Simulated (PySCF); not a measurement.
(3S)-1,3-dimethylcyclobutene (C6H10), SMILES CC1=C[C@@H](C)C1. Coordinates come from a PBE0-D3(BJ)/def2-SVP optimisation.

Computed equilibrium geometry at PBE0-D3(BJ)/def2-SVP (PySCF confirms it by a frequency run) as Cartesian coordinates in Å:
```xyz
16

C      2.3447    -0.4166     0.5425
C      0.9546    -0.1895     0.0795
C     -0.0401    -0.9691    -0.3789
C     -1.0048     0.1787    -0.5903
C     -2.2963     0.1707     0.2051
C      0.1486     1.0837    -0.0532
H      2.4812    -0.0580     1.5767
H      3.0644     0.1399    -0.0813
H      2.6120    -1.4827     0.5088
H     -0.1306    -2.0473    -0.5444
H     -1.2217     0.3745    -1.6564
H     -2.8342     1.1271     0.1059
H     -2.0954     0.0004     1.2753
H     -2.9712    -0.6290    -0.1394
H     -0.0834     1.5995     0.8947
H      0.5391     1.8282    -0.7683
```
